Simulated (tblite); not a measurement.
Cl4Sn, singlet, geometry from GFN2-xTB (such geometries of metal compounds can be far from the true shape); GFN1-xTB run with tblite 0.6.0.

The tblite input:
```
$ tblite run mol.xyz --method gfn1 --charge 0 --spin 0 --spin-polarized --json tblite.json --no-restart

# file mol.xyz
5

Cl    -1.80032643    -0.84416493    -1.18851803
Sn     0.00000000     0.00000000    -0.00000000
Cl    -0.31676548     2.26357933     0.37713794
Cl     1.94528107    -0.31513236    -1.21775939
Cl     0.17181084    -1.10428204     2.02913947
```

What the program printed (banner, timings and long lists left out):

```
xTB calculator
 | screened Coulomb repulsion
 | Coulomb electrostatics
 |  * isotropic Klopman-Ohno-Mataga-Nishimoto electrostatics
 |  * onsite third-order electrostatics
 | DFT-D3(BJ) dispersion correction
 | Interactions (1)
 | [1] spin polarization

halogen bonding energy    0.0000000000000E+00 Eh
repulsion energy          1.5662212651027E-02 Eh
dispersion energy        -3.2760892602878E-03 Eh
interaction energy        0.0000000000000E+00 Eh
number of electrons       3.2000000000000E+01 e
integral cutoff           2.8182813135037E+01 bohr

------------------------------------------------------------
  cycle        total energy    energy error   density error
------------------------------------------------------------
      1     -19.61637151001  -1.9628758E+01   1.8931607E-01
      2     -19.62155476841  -5.1832584E-03   1.0371357E-01
      3     -19.62156084474  -6.0763282E-06   2.4467005E-02
      4     -19.62157234047  -1.1495731E-05   3.5095267E-04
      5     -19.62157256671  -2.2624313E-07   1.3436498E-04
      6     -19.62157257925  -1.2538795E-08   3.3692432E-05
      7     -19.62157258140  -2.1500313E-09   1.4906899E-07
------------------------------------------------------------

electronic energy        -1.9633958704792E+01 Eh
total energy             -1.9621572581401E+01 Eh

Post processing:
 | Mayer-Wiberg bond orders

[Info] JSON dump of results written to 'tblite.json'
```
